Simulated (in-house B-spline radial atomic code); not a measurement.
## Binding energies in La⁴⁺

NIST's tabulated ground configuration is [Kr] 4d10 5s2 5p5; each binding energy is the energy of the ion with one electron taken from that subshell, relaxed, less that of the parent. Computed with a B-spline radial code for spherical atoms: Dirac-Hartree-Fock, average of configuration, Fermi nucleus of rms radius 4.855 fm. Energies include first-order Breit, QED and recoil terms.

```csv
subshell,X-ray name,binding energy (eV),-ε (eV),relaxation (eV)
1s,K,38977.1,39192.5,67.9
2s,L1,6325.9,6377.6,35.6
3s,M1,1422.2,1439.8,14.8
3d3/2,M4,903.7,921.0,16.6
3d5/2,M5,886.9,903.6,16.3
4s,N1,335,340.2,4.7
4d3/2,N4,154.8,158.7,3.9
4d5/2,N5,151.8,155.6,3.8
5s,O1,82.98,83.66,0.59
5p,"O2,3",62.36,62.89,0.50
```

Relaxation = -ε minus the binding energy without Breit, QED and recoil terms.

(1) What does it cost to remove both a 3d5/2 and a 5s electron?

(2) What does it cost to remove two 3s electrons?

(3) What does it cost to remove two 1s electrons?

Answers

(1) 987.55 eV, which is 17.66 eV more than the two single binding energies together.

(2) 2901.9 eV, which is 57.47 eV more than the two single binding energies together.

(3) 78915 eV, which is 960.4 eV more than the two single binding energies together.
